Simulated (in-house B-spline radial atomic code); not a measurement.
**Correlation energy from the adiabatic connection: ω²r²/2, ω = 0.0214**

Two electrons in a singlet, external potential ω²r²/2, ω = 0.0214 (atomic units). Full CI in B-splines (partial waves to l = 8, correlation up to 0.6 % small) with the density held fixed gives W(λ) = <V_ee>_λ − U, and E_c is the integral of W(λ) − W(0) from 0 to 1.

| λ | W(λ) − W(0) (hartree) |
| --- | --- |
| 0 | 0.00000 |
| 0.02 | -0.00212 |
| 0.05 | -0.00487 |
| 0.12 | -0.00979 |
| 0.25 | -0.01545 |
| 0.4 | -0.01919 |
| 0.6 | -0.02213 |
| 0.8 | -0.02399 |
| 1 | -0.02529 |

Question: Integrate the table by the trapezoid rule.

Answer: The strips give -0.00002, -0.00010, -0.00051, -0.00164, -0.00260, -0.00413, -0.00461, -0.00493, which sum to -0.01855 hartree. The direct value, W(1) − W(0) + T_c with T_c = 0.00662, is -0.01866; the curve is convex, so chords lie above it and the trapezoids fall short in size by 0.62 %.

Question: Now use only three numbers: W(0) = -0.085863, the initial slope W'(0) = -0.1114 (extrapolated from the first points) and the strong-coupling limit of the point-charge-plus-continuum model, W∞ = -0.11492. What do second-order theory and the interpolation W(λ) = W∞ + (W(0) − W∞)/√(1 + 2χλ) of Seidl, Perdew and Levy give?

Answer: Second order keeps the slope alone: E_c = W'(0)/2 = -0.05570, +198 % in size against -0.01866. Matching the slope fixes χ = W'(0)/(W∞ − W(0)) = -0.1114/(-0.02906) = 3.83384. Integrating, with s = √(1 + 2χ) = 2.944094, E_c = −(W(0) − W∞)(s − 1)/(s + 1) = −0.02906 × 1.944094/3.944094 = -0.01432 hartree, -23.3 % in size against the full result. At λ = 1 the formula gives W − W(0) = -0.01919 against -0.02529. Part of the miss can come from the model's W∞, which here lies above the computed W at λ = 4.5, -0.11742. The slope is uncertain by some per cent for so bent a curve.
